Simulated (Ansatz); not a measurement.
Cost and result for the atomization energy of AlF2H6NSi2, SMILES `[F][Al]([F])[N]([SiH3])[SiH3]` (12 atoms, 11 bonds).

```xyz
12

F     1.649    0.694   -2.539
Al    1.342    1.001   -0.960
F     2.201    2.178   -0.215
N     0.115    0.085   -0.082
Si   -0.092    0.251    1.641
Si   -0.952   -1.029   -0.894
H     1.161    0.777    2.238
H    -0.402   -1.085    2.219
H    -1.214    1.170    1.967
H    -1.006   -0.692   -2.339
H    -0.492   -2.434   -0.735
H    -2.312   -0.916   -0.301
```

The species carries charge 0 and has multiplicity 1. All single points use the PBE0-D4/def2-TZVP geometry. It is one conformer, not always the lowest. Program: Ansatz. All runs use 4 threads of an Intel Xeon Platinum 8259CL on a shared host. Times are those of one run each, without the atoms' runs, and a repeat can differ threefold. Electronic energies, without spin–orbit coupling; frozen cores. CCSD(T)/CBS adds CCSD(T) − MP2 in def2-TZVPP to the MP2 limit, and its time is that of the two runs behind it. T1 = 0.012. B3LYP takes the VWN-RPA correlation (the form of Gaussian; ORCA's B3LYP/G). HSE06 is the plane-wave form, built on full-range PBE exchange.

CCSD(T)/CBS is a level of theory with its own doubt, some kJ/mol a heavy atom from the limit and from the frozen cores, so smaller differences don't rank the functionals.

| level | functions | wall time | atomization (kcal/mol) | difference from CCSD(T)/CBS | per bond |
| --- | --- | --- | --- | --- | --- |
| LDA (SPW92)/def2-TZVPP | 303 | 1.9 s | 1119.5 | 106.3 | 9.7 |
| PBE-D4/def2-TZVPP (with forces) | 303 | 3.6 s | 1000.9 | -12.3 | -1.1 |
| BHLYP-D4/def2-TZVPP | 303 | 5 s | 983.4 | -29.8 | -2.7 |
| HSE06-D4/def2-TZVPP | 303 | 5.5 s | 988.8 | -24.4 | -2.2 |
| r2SCAN-D4/def2-TZVPP (with forces) | 303 | 6 s | 1005.1 | -8.1 | -0.7 |
| CAM-B3LYP-D4/def2-TZVPP | 303 | 6 s | 1012.3 | -0.9 | -0.1 |
| CCSD(T)/def2-SVP | 126 | 7.5 s | 936.0 | -77.2 | -7.0 |
| B3LYP-D4/def2-TZVPP (with forces) | 303 | 8 s | 1003.4 | -9.8 | -0.9 |
| B2PLYP/def2-TZVPP | 303 | 8 s | 995.4 | -17.8 | -1.6 |
| B97M-V/def2-TZVPP | 303 | 11 s | 1008.3 | -4.9 | -0.4 |
| MP2/def2-QZVPP | 561 | 33 s | 1019.9 | 6.7 | 0.6 |
| CCSD(T)/def2-TZVPP | 303 | 4.4 min | 982.6 | -30.6 | -2.8 |
| CCSD(T)/CBS(def2) | – | 4.9 min | 1013.2 | 0.0 | 0.0 |

From BLYP to BHLYP (50 % exact exchange), in def2-TZVPP and without D4, the atomization energy moves by −10.3 kcal/mol: exact exchange takes away binding that semilocal exchange gives to molecules. At CCSD(T), def2-SVP lies −77.2 kcal/mol from the extrapolated value and def2-TZVPP −30.6 kcal/mol: correlation converges slowly with the basis, and small sets miss more of it in the bonded molecule than in its fragments. The D4 term adds +12.1 kcal/mol with B3LYP and +6.4 kcal/mol with PBE0; it sums over pairs of atoms, weighted by their polarisabilities, and B3LYP, whose exchange is more repulsive, gets the larger term.
